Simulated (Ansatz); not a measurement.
`BC(=C)[NH][GeH3]` and `B[C](=C)[AlH][F]` differ in one atom or group.

Ansatz, PBE0-D4/def2-TZVP geometries, multiplicity 1. Each molecule was computed in one conformer, which needn't be the lowest.

Scalar relativity is left out up to krypton.

| property | `BC(=C)[NH][GeH3]` |
| --- | --- |
| HOMO–LUMO gap (ωB97M-V/def2-TZVPP) / eV | 8.40 |
| HOMO–LUMO gap (PBE/def2-TZVPP) / eV | 2.36 |
| HOMO energy (ωB97M-V/def2-TZVPP) / eV | -8.35 |
| LUMO energy (PBE/def2-TZVPP) / eV | -2.84 |
| LUMO energy (ωB97M-V/def2-TZVPP) / eV | 0.05 |
| HOMO energy (PBE/def2-TZVPP) / eV | -5.20 |

Question: Give the same properties after the change, and the shifts. (An estimate is asked.)

Answer: The calculation gave: 
| property | `B[C](=C)[AlH][F]` | shift |
| --- | --- | --- |
| HOMO–LUMO gap (ωB97M-V/def2-TZVPP) / eV | 9.76 | 1.36 |
| HOMO–LUMO gap (PBE/def2-TZVPP) / eV | 3.27 | 0.91 |
| HOMO energy (ωB97M-V/def2-TZVPP) / eV | -10.14 | -1.79 |
| LUMO energy (PBE/def2-TZVPP) / eV | -3.43 | -0.59 |
| LUMO energy (ωB97M-V/def2-TZVPP) / eV | -0.39 | -0.44 |
| HOMO energy (PBE/def2-TZVPP) / eV | -6.69 | -1.49 |

With PBE0 the HOMO falls by 1.74 eV and the LUMO falls by 0.51 eV, so the gap widens by about 1.23 eV. PBE moves the HOMO by -1.49 eV and ωB97M-V by -1.79 eV.
